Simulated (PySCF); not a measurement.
A geometry optimisation on `[C-]#[N+]C=C=C=CC#C`.

Method: PBE0-D3(BJ)/def2-SVP geometry optimisation, gas phase (PySCF 2.14.0). Start geometry: GFN2-xTB. A driver script takes a list of jobs; this job's settings line and coordinates (Å) are shown.

Input:
```
{"job": {"xc": "PBE0", "basis": "def2-SVP", "d3": "d3bj", "grid": 2, "kind": "geom"}, "charge": 0, "multiplicity": 1}
C     -4.206972     1.236887     0.167001
N     -3.304677     0.492708     0.178217
C     -2.280636    -0.384839     0.192815
C     -1.017654    -0.008831     0.068630
C      0.166275     0.373797    -0.050721
C      1.433001     0.738917    -0.173166
C      2.488421    -0.183093    -0.156251
C      3.399009    -0.969339    -0.142888
H     -2.557782    -1.425512     0.312324
H      1.691673     1.784367    -0.291394
H      4.194768    -1.652391    -0.130531
```

Output:
```
step   0  E = -322.45619056  max force = 0.016522
step   1  E = -322.45857063  max force = 0.002692
step   2  E = -322.45857999  max force = 0.001294
step   3  E = -322.45859665  max force = 0.000747
step   4  E = -322.45859817  max force = 0.000418
optimisation converged
```

Energies in Eh; «max force» is the largest Cartesian gradient component in Eh/bohr.

Question: How much energy does the optimisation release, in eV?

Answer: E(step 0) − E(last step) = 0.002408 Eh, which is 0.066 eV.

Question: Give the first gradient maximum in eV/Å.

Answer: With 1 Eh/bohr = 51.422 eV/Å, 0.850 eV/Å.

Main results: final energy -322.45860 Eh after 4 steps; dipole 3.80 D.

Question: Where do the atoms end?

Answer: 0.064 Å rms from the input after alignment:
```
atom  x, y, z in Å
C1    -4.4820    1.2473    0.6717
N2    -3.5619    0.5100    0.6802
C3    -2.5195   -0.3711    0.6941
C4    -1.2463   -0.0036    0.5712
C5    -0.0279    0.3097    0.4572
C6     1.2520    0.6616    0.3353
C7     2.3308   -0.2532    0.3499
C8     3.2765   -1.0155    0.3590
H9    -2.7930   -1.4254    0.8150
H10    1.4904    1.7272    0.2157
H11    4.1092   -1.6949    0.3676
```

The run took 29 s wall on one thread, Arm Neoverse V2 (aarch64), shared host with 96 logical CPUs at a one-minute load of 43, and the process peaked at 0.72 GiB of memory.
Labels such as C1 count atoms from 1, the log's own numbers from 0.
